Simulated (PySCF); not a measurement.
**A thermochemical cycle for AlBr**

CCSD(T) in PySCF with def2-TZVPPD on every atom, for the lowest determinant that a PBE0 search found; no spin–orbit coupling. AlBr, a singlet (closed shell), has De = 4.56 eV to neutral atoms, and AlBr⁺, a doublet (σ ↑), has De = 1.48 eV to Al⁺ + Br.

The adiabatic ionisation energy of AlBr, between the minima, is 9.02 eV.

Task: Which ionisation energy of the Al atom does this level give?

Result: IE(Al) = IE(molecule) + De(ion) − De(neutral) = 9.02 + 1.48 − 4.56 = 5.94 eV; the measured value is 5.986 eV (NIST ASD).

Correlated steps freeze 14 core orbitals. Spin–orbit coupling is left out. For an ion De counts to the pair picked by the measured ionisation energies or electron affinities, which need not be the lowest pair at this level. Where the molecule has an RHF reference, its open-shell atoms are computed with UHF. States were picked by a PBE0 search and need not be the measured ground states.
